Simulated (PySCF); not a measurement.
PBE on Sm (samarium, neutral), [Xe] 4f7 6s1, 6s spin antiparallel (an excited configuration). All numbers are calculated (PySCF 2.14, scalar relativity by spin-free X2C-1e, in ANO-RCC-VTZP (8s7p5d3f2g1h, 104 functions)).

```
cycle= 1 E= -10425.7675315066  delta_E= 0.0963  |g|= 0.887  |ddm|= 0.632
cycle= 2 E= -10425.1113910071  delta_E= 0.656  |g|= 2.14  |ddm|= 1.08
cycle= 3 E= -10425.9039509376  delta_E= -0.793  |g|= 0.152  |ddm|= 0.686
cycle= 4 E= -10425.9091706213  delta_E= -0.00522  |g|= 0.0556  |ddm|= 0.108
cycle= 5 E= -10425.9098964127  delta_E= -0.000726  |g|= 0.0015  |ddm|= 0.0278
cycle= 6 E= -10425.9098968847  delta_E= -4.72e-07  |g|= 3.58e-05  |ddm|= 0.000651
cycle= 7 E= -10425.9098968849  delta_E= -1.93e-10  |g|= 6.86e-07  |ddm|= 1.01e-05
converged SCF energy = -10425.9098968849  <S^2> = 13.005766  2S+1 = 7.2816937
```

Highest occupied orbital energy: 2.110 eV; ⟨L²⟩ = 0.00; populations by l: s 11.00, p 24.00, d 20.00, f 7.00.

(1) Can this result be used?

Results:

(1) Not for this state. The calculation finished and met its thresholds. Spin-orbit coupling, which splits the p, d and f shells strongly at this Z, is absent. With the s spin flipped the determinant is a mixture of two multiplicities, not a spectroscopic state. At PBE the highest occupied level has a positive energy, so only the finite basis holds that electron; for this excited configuration the basis is too tight for the outer shell.
